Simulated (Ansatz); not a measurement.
H4HfO3Se (`[OH][Hf]([OH])([OH])[SeH]`). Charge 0, multiplicity 1. Hf takes the def2 core potential. The geometry is a stationary point of PBE0-D4/def2-TZVP. It is one conformer, not always the lowest.

```xyz
9

O     0.378   -1.820    0.264
Hf    0.140    0.056   -0.056
O     1.632    0.843   -0.961
O    -0.214    0.929    1.616
Se   -1.871    0.425   -1.690
H     0.446   -2.654    0.716
H     2.493    0.924   -1.359
H    -0.251    1.631    2.258
H    -2.753   -0.334   -0.788
```

Task: What is the dipole moment at r2SCAN/def2-TZVPP? (Best estimate.)

Result: The calculation gave: 3.59 D, with components (2.58, -0.57, 2.43) D in this frame, pointing from negative to positive charge.

Task: And with PBE, B3LYP, ωB97M-V? (An estimate is asked.)

Result: Ansatz gave: PBE 3.48 D, B3LYP 3.52 D, ωB97M-V 3.67 D.

Task: Give the Mulliken charges with r2SCAN, B3LYP, ωB97M-V in def2-TZVPP. (An estimate is asked.)

Result: Computed: 
```
atom  r2SCAN  B3LYP  ωB97M-V
  O1   -0.46  -0.43    -0.40
 Hf2    1.08   1.03     0.97
  O3   -0.46  -0.43    -0.40
  O4   -0.46  -0.43    -0.40
 Se5   -0.34  -0.31    -0.32
  H6    0.19   0.18     0.16
  H7    0.19   0.18     0.16
  H8    0.19   0.18     0.16
  H9    0.06   0.04     0.06
```

B3LYP here is the variant with VWN-RPA as its local correlation; programs differ in this.
